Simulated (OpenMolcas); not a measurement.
# Multiconfigurational calculation on Si II

Input:

```
&GATEWAY
Coord
1

Si 0.0 0.0 0.0
Basis=ANO-RCC
Group=XYZ
NoMove
AngMom=0.0 0.0 0.0
AMFI
&SEWARD
&RASSCF
FileOrb=start.orb
Symmetry=2
Spin=4
nActEl=3 0 0
Inactive=2 3
Ras2=1 3
CIRoot=1 1 1
SDav=1
CIMx=300
Iter=120 100
PrWF=0.3
OrbListing=Nothing
MaxOrb=0
Atom
>>> COPY $Project.JobIph JOBPRE
&RASSCF
FileOrb=start.orb
Symmetry=2
Spin=4
nActEl=3 0 2
Inactive=2 3
Ras2=1 3
Ras3=5 0
CIRoot=1 1 1
SDav=46
CIMx=300
Iter=120 100
PrWF=0.3
OrbListing=Nothing
MaxOrb=0
Thrs=2.0e-7 1.0e-1 5.0e-4
Atom
>>> COPY $Project.JobIph JOB001
&RASSCF
FileOrb=start.orb
Symmetry=2
Spin=2
nActEl=3 0 2
Inactive=2 3
Ras2=1 3
Ras3=5 0
CIRoot=8 8 1
SDav=116
CIMx=300
Iter=120 100
PrWF=0.3
OrbListing=Nothing
MaxOrb=0
Thrs=2.0e-7 1.0e-1 5.0e-4
Atom
>>> COPY $Project.JobIph JOB002
&RASSCF
FileOrb=start.orb
Symmetry=1
Spin=4
nActEl=3 0 2
Inactive=2 3
Ras2=1 3
Ras3=5 0
CIRoot=3 3 1
SDav=28
CIMx=300
Iter=120 100
PrWF=0.3
OrbListing=Nothing
MaxOrb=0
Thrs=2.0e-7 1.0e-1 5.0e-4
Atom
>>> COPY $Project.JobIph JOB003
&RASSCF
FileOrb=start.orb
Symmetry=1
Spin=2
nActEl=3 0 2
Inactive=2 3
Ras2=1 3
Ras3=5 0
CIRoot=9 9 1
SDav=84
CIMx=300
Iter=120 100
PrWF=0.3
OrbListing=Nothing
MaxOrb=0
Thrs=2.0e-7 1.0e-1 5.0e-4
Atom
>>> COPY $Project.JobIph JOB004
&RASSI
NrOfJobIphs=4 1 8 3 9
1
1 2 3 4 5 6 7 8
1 2 3
1 2 3 4 5 6 7 8 9
IphNames
JOB001
JOB002
JOB003
JOB004
EJob
SpinOrbit
DIPRint=1.0
SOCoupling=1000.0
Subsets=2
MEES
Property=10
'ANGMOM' 1 'ANGMOM' 2 'ANGMOM' 3 'MLTPL  1' 1 'MLTPL  1' 2 'MLTPL  1' 3
'AMFI' 1 'AMFI' 2 'AMFI' 3 'MLTPL  2' 6
SOProperty=3
'ANGMOM' 1 'ANGMOM' 2 'ANGMOM' 3
```

Launched by
```bash
OMP_NUM_THREADS=1 MOLCAS_MEM=2252 MOLCAS_PROJECT=a pymolcas a.inp > a.log  # once for each step of the input, in one work folder
```

A driver script runs the steps one by one and writes start.orb anew before each from the orbitals found so far.

Output, cut to the results:

```
--- SEWARD ---
Basis set label: SI.ANO-RCC.........

      Electronic valence basis set:
      ------------------
      Associated Effective Charge  14.000000 au
      Associated Actual Charge     14.000000 au
      Nuclear Model: Point charge

      Shell  nPrim  nBasis  Cartesian Spherical Contaminant
         s      17       8        X
         p      12       7        X
         d       5       5                 X
         f       4       4                 X
         g       2       2                 X
                  Relativistic Douglas-Kroll-Hess integrals:
                    - DKH order of Hamiltonian: 2
                    - DKH order of Properties : 0
                  Atomic mean-field integrals
--- RASSCF ---
Wave function specifications:
      -----------------------------

      Number of closed shell electrons          10
      Number of electrons in active shells       3
      Max number of holes in RAS1 space          0
      Max nr of electrons in RAS3 space          2
      Number of inactive orbitals                5
      Number of active orbitals                  9
      Number of secondary orbitals              86
      Spin quantum number                      1.5
      State symmetry                             2
Orbital specifications:
      -----------------------

      Symmetry species                           1   2
                                                ag  au
      Frozen orbitals                            0   0
      Inactive orbitals                          2   3
      Active orbitals                            6   3
      RAS1 orbitals                              0   0
      RAS2 orbitals                              1   3
      RAS3 orbitals                              5   0
      Secondary orbitals                        43  43
      Deleted orbitals                           0   0
      Number of basis functions                 51  49
      Number of CSFs                            46
      Number of root(s) required                 1
      Iter CI   SX   CI       RASSCF       Energy    max ROT     max BLB   max BLB  Level Ln srch  Step   QN
          iter iter root      energy       change     param      element    value   shift minimum  type update
 Nr of preliminary CI iterations:   1
 ###############################################################################
 ###############################################################################
 ###                                                                         ###
 ###                                                                         ###
 ###    WARNING: Problems in orbital optimization.                           ###
 ###                                                                         ###
 ###                                                                         ###
 ###############################################################################
 ###############################################################################
  Warning: In symmetry  1, orbital p=   3 has diagonal density matrix element D(p,p) close to zero. D(p,p)=  3.708271E-26
        1   1    5    1  -288.67975682    0.00E+00   8.26E-06    6  12 2  2.10E-06   0.50   0.00    SX    NO
        ...
 ###############################################################################
 ###############################################################################
  Warning: In symmetry  1, orbital p=   3 has diagonal density matrix element D(p,p) close to zero. D(p,p)=  1.709451E-25
        4   1    2    1  -288.67975682   -5.12E-13  -2.68E-07    6  18 2  2.55E-07   0.50   0.00    SX    NO
      Convergence after  4 iterations
        5   1    2    1  -288.67975682   -6.82E-13  -2.68E-07    6  21 2  1.30E-07   0.50   0.00    SX    NO
      Natural orbitals and occupation numbers for root  1
      sym 1:   0.000000   0.010025   0.010025   0.010025   0.010025   0.010025
      sym 2:   0.983291   0.983291   0.983291
::    RASSCF root number  1 Total energy:   -288.67975682
--- RASSCF ---
Wave function specifications:
      -----------------------------

      Number of closed shell electrons          10
      Number of electrons in active shells       3
      Max number of holes in RAS1 space          0
      Max nr of electrons in RAS3 space          2
      Number of inactive orbitals                5
      Number of active orbitals                  9
      Number of secondary orbitals              86
...
--- RASSI ---
SPIN-FREE ENERGIES:
  (Shifted by EMIN (a.u.) =       -289.2247811873)

 SF State       Relative EMIN(au)   Rel lowest level(eV)    D:o, cm**(-1)      L_eff

     2             0.0000000000        0.0000000000              0.0000         1.0
     3             0.0000000000        0.0000000000              0.0000         1.0
     4             0.0000000000        0.0000000000              0.0000         1.0
    10             0.1774599320        4.8289307538          38947.9532         1.0
    11             0.1774599320        4.8289307538          38947.9532         1.0
    12             0.1774599320        4.8289307538          38947.9532         1.0
    13             0.2482756991        6.7559259428          54490.2175         2.0
    14             0.2482756991        6.7559259428          54490.2175         2.0
    15             0.2482756991        6.7559259428          54490.2175         2.0
    16             0.2482756991        6.7559259428          54490.2175         2.0
    17             0.2482756991        6.7559259428          54490.2175         2.0
    18             0.3573489961        9.7239615582          78429.0392         0.0
    19             0.3917071354       10.6588941565          85969.7791         1.0
    20             0.3917071354       10.6588941565          85969.7791         1.0
    21             0.3917071354       10.6588941565          85969.7791         1.0
     5             0.4811485716       13.0927196234         105599.9054         2.0
     6             0.4811485716       13.0927196234         105599.9054         2.0
     7             0.4811485716       13.0927196234         105599.9054         2.0
     8             0.4811485716       13.0927196234         105599.9054         2.0
     9             0.4811485716       13.0927196234         105599.9054         2.0
     1             0.5450243669       14.8308685622         119619.0220         0.0
     Dipole printing threshold changed to   1.00000000E+00

...
```

Levels above the lowest, from the spin-orbit matrix, grouped by J:

```
Configuration  Term    J  E (cm⁻¹)  Measured (cm⁻¹)      g  Term weight %
       3s² 3p   ²P°  1/2       0.0              0.0  0.666            100
       3s² 3p   ²P°  3/2       256              287  1.334            100
       3s 3p²    ⁴P  1/2     38970            42824  2.671            100
       3s 3p²    ⁴P  3/2     39060            42933  1.735            100
       3s 3p²    ⁴P  5/2     39207            43108  1.601            100
       3s 3p²    ²D  3/2     54657            55309  0.800            100
       3s 3p²    ²D  5/2     54664            55325  1.200            100
       3s 3p²    ²S  1/2     78599            76665  2.002            100
```

Against the 7 measured excited levels shown (NIST Handbook of Basic Atomic Spectroscopic Data) the mean absolute deviation is 2100 cm-1; the largest miss in energy is 3s 3p² ⁴P_5/2: computed 39207, measured 43108 cm⁻¹ (-9.0 %).

Without dynamic correlation excited terms often stand tens of per cent too high (terms of higher spin than the ground term too low), and those without a measured partner can miss by more than the paired ones. The run also gave levels led by 3s 3p 3d, which use shells meant for correlation; these and all levels above them are left out. Some terms mix strongly with configurations of 3d, whose occupation reaches 0.27 (3s 3p² ²D). Computed and measured levels are paired by configuration, term and J; levels that our copy of the source lacks, or whose pairing is in doubt (as where it misses far off the trend of its configuration), stay unpaired and out of the deviations. Levels of configurations outside the active space are missing. The first state left out of the spin-orbit step lies near 100000 cm-1 above the lowest spin-free state of the reference (among the parities and spins computed), and the list stops at four fifths of that energy or lower.

The RASSCF and RASSI steps took 32 s on 1 thread of Intel(R) Xeon(R) Platinum 8488C (Sapphire Rapids), on a shared host; the integral step is not counted.

The term weight is that of the spin-free term in the level, not the purity of its configuration. ° marks odd parity.
